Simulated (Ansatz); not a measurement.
**Worked example: SnH2(CH3)F + SiH2F2 → SnH2F2 + SiH2(CH3)F**

Species: SnH2(CH3)F, singlet; SiH2F2 `F[SiH2]F`, singlet; SnH2F2 `[F][SnH2][F]`, singlet; SiH2(CH3)F, singlet. The partners trade CH3 for F: Sn–CH3 and Si–F bonds give way to Sn–F and Si–CH3.

Shapes, held fixed at every level: PBE0-D4/def2-TZVP. Programs: Ansatz 0.2.0. The zero-point and thermal change to 298 K, harmonic and unscaled (PBE0-D4/def2-TZVP), is -1.6 kJ/mol.

At CCSD(T)/def2-TZVPP; 1 Eh = 2625.50 kJ/mol:

```
   species  energy (Eh)
SnH2(CH3)F  -354.456280
    SiH2F2  -489.868926
    SnH2F2  -414.387917
SiH2(CH3)F  -429.905822
```

Problem. Work out ΔH(298 K) of the reaction at this level.

Solution. 
1. Products less reactants: (-414.387917) + (-429.905822) − [(-354.456280) + (-489.868926)] = 0.031467 Eh = +82.6 kJ/mol.
2. With the thermal change: +82.6 + (-1.6) = +81.0 kJ/mol.

Other levels give +60.2 (MP2/def2-SVP) to +82.1 kJ/mol (CCSD/def2-TZVPP). No measured value is set beside it here. For atoms past krypton def2 sets carry core potentials with scalar relativity. Outer-core shells of Sn are correlated in most correlated rows, in sets that cover them unevenly. The median of the other levels is +72.7 kJ/mol.
